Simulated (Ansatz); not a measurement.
Job for Ansatz (a program for electronic structure): R-CCSD(T)/def2-TZVPP on H3NPb (SMILES [NH2][PbH]), a point of a torsion scan. Elements past Kr take the def2 small-core potentials; no spin–orbit coupling. The run froze 10 orbitals, filled d shells among them.

Ansatz 0.2 input:
```yaml
crystal:
  periodic: [false, false, false]
  atoms:
    - {symbol: N, position_ang: [-0.87428739, -0.07982976, -0.21870831]}
    - {symbol: Pb, position_ang: [1.13498070, -0.96685528, -0.39891856]}
    - {symbol: H, position_ang: [-1.57358585, -0.37165664, 0.44506618]}
    - {symbol: H, position_ang: [-0.79248611, 0.91391259, -0.03864457]}
    - {symbol: H, position_ang: [1.98841303, 0.18883112, 0.79002961]}
basis:
  gaussian:
    orbitals: def2-TZVPP
magnetization: {spin_polarized: false}
correlation: {method: ccsd_t, electrons: outside_noble_gas}
scf: {lower_state_search: off}
```

The head of its log:

```
WARN ansatz: RAYON_NUM_THREADS=1 ignored (pool sized by the plan → 1); use --threads N
Functional definition: HF
these checks for a lower state are left out or cut short: stability, starts, cluster_reference, orbital_swaps, neighbouring_geometries, increment
integrals: 0.20 GiB planned
907 factors; integrals over basis functions are off by at most 1.2e-3 eV
mean field: 0.25 GiB planned
mean field evaluation 1: about -6745.4664 eV, gradient 4.0e1 eV
mean field evaluation 2: about -6745.4671 eV, gradient 4.0e1 eV
mean field evaluation 4: about -6748.9044 eV, gradient 2.8e0 eV
mean field evaluation 8: about -6748.9457 eV, gradient 1.0e-1 eV
mean field -6748.94579223 eV, -248.0191832649 hartree, gradient 3.5e-6 eV, S^2 0.000000; 0 other end points of the search recorded, 0 dependent functions left out
10 core orbitals not correlated
reference -6748.94579223 eV, -248.0191832649 hartree; 6, 6 occupied and 107, 107 virtual orbitals, 907 factors
```

### Question
What total energy does the run end on?

### Answer
-248.3592 hartree (reference determinant -248.0192, T1 diagnostic 0.018).
